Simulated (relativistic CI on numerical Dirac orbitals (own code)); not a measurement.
Hyperfine structure of W XII, mass number 183

Computed by Dirac-Coulomb-Breit CI, KLI orbitals optimised for each configuration, model QED (radiative potential, 1s self-energy scaled to tabulated hydrogen-like ionisation energies), unscaled Slater integrals (own radial code, finite nucleus).

Configurations in the expansion (outside the closed core [Kr] 4d10): 4f13 5s2 5p2, 4f12 5s2 5p3, 4f14 5s2 5p, 4f13 5s 5p3, 4f14 5s 5p2, 4f13 5s2 5p 5d, 4f12 5s 5p4, 4f14 5s2 5d, 4f14 5p3, 4f13 5s2 5p 5f, 4f14 5s2 6s, 4f13 5s2 5p 5g, 4f11 5s2 5p4, 4f10 5s2 5p5, 4f11 5s 5p5, 4f13 5p4, 4f12 5p5, 4f13 5s2 5d2, 4f14 5s 5d2, 4f14 5s 5p 5d, 4f14 5s 5d 5f. Double excitations out of closed p, d and f shells are left out; levels of such configurations are missing from the list, as are those of other unlisted configurations, and high levels can miss mixing partners.

Nuclear spin I = 1/2, μ = 0.11739 μN (tables of Stone and Pyykkö). The electronic factors are computed for point nuclear moments, without core polarisation or the Bohr-Weisskopf and QED corrections.

| Level | E (cm⁻¹) | A (MHz) |
| --- | --- | --- |
| 4f14 5s2 5p 2P°_1/2 | 6800.8 | 16440 |
| 4f13 5s2 5p2 4F°_9/2 | 86370.9 | -695.6 |
| 4f13 5s2 5p2 4F°_3/2 | 99003.6 | 4543 |
| 4f13 5s2 5p2 2H°_11/2 | 101897.1 | 2086 |
| 4f13 5s2 5p2 2D°_5/2 | 104425.4 | -642.3 |
| 4f13 5s2 5p2 2F°_7/2 | 107713.7 | 209.2 |

Levels with J = 0, under 50 % of one LS term, or S terms without an open s electron are left out. Small factors come from cancelling terms and can be off by tens of per cent or more.

At this charge transitions that keep the count of f electrons are usually good to a few per cent. Levels and lines within the n = 5 or 6 shells can be off by up to 10 % or somewhat more, and those that change n by about 2 %, since core polarisation is missing. Levels that differ in their count of f electrons can be misplaced by several ten thousand cm⁻¹, since the correlation energy of f electrons is missing or only estimated; rates across such gaps can be off by orders of magnitude.

(1) Give the hyperfine levels of 4f14 5s2 5p 2P°_1/2 relative to its centre of gravity.

Results:

(1) With K = F(F + 1) − I(I + 1) − J(J + 1), E = AK/2: F = 0: -12330, F = 1: 4111 MHz.

LS names give the leading component of a level, which can be under half, so a name can repeat, a term be missing and a line seem to break the LS rules.
